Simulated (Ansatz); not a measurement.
Mulliken charges of CH$_{5}$FInNO (`C[O][In]([NH2])[F]`) from ωB97M-V/def2-TZVPP in Ansatz (PBE0-D4/def2-TZVP geometry).

| atom | x (Å) | y (Å) | z (Å) | charge (e) |
| --- | --- | --- | --- | --- |
| C1 | -1.144 | 1.264 | 1.243 | -0.160 |
| O2 | -0.589 | -0.011 | 1.006 | -0.510 |
| In3 | 0.428 | -0.403 | -0.624 | 1.012 |
| N4 | 1.254 | -2.112 | -1.256 | -0.416 |
| F5 | 0.377 | 1.111 | -1.862 | -0.500 |
| H6 | -1.272 | 1.862 | 0.334 | 0.116 |
| H7 | -0.516 | 1.836 | 1.937 | 0.105 |
| H8 | -2.129 | 1.136 | 1.705 | 0.108 |
| H9 | 1.622 | -2.704 | -0.524 | 0.119 |
| H10 | 1.969 | -1.979 | -1.959 | 0.125 |

By hand: the dipole of these point charges (1 e Å = 4.8032 D).

Σ q r = (0.214, -0.319, 0.229) e Å, of length 0.447 e Å = 2.15 D.

How does the dipole of the full density compare? (Estimate.)

The calculation gave: (0.336, -0.322, 0.201) e Å, 2.43 D; the point charges give 0.88 times that, at 13° from its direction.

Point charges leave out the atoms' own dipoles, such as those of lone pairs, and Mulliken's split depends on the basis, so the close match here is no proof of good charges.
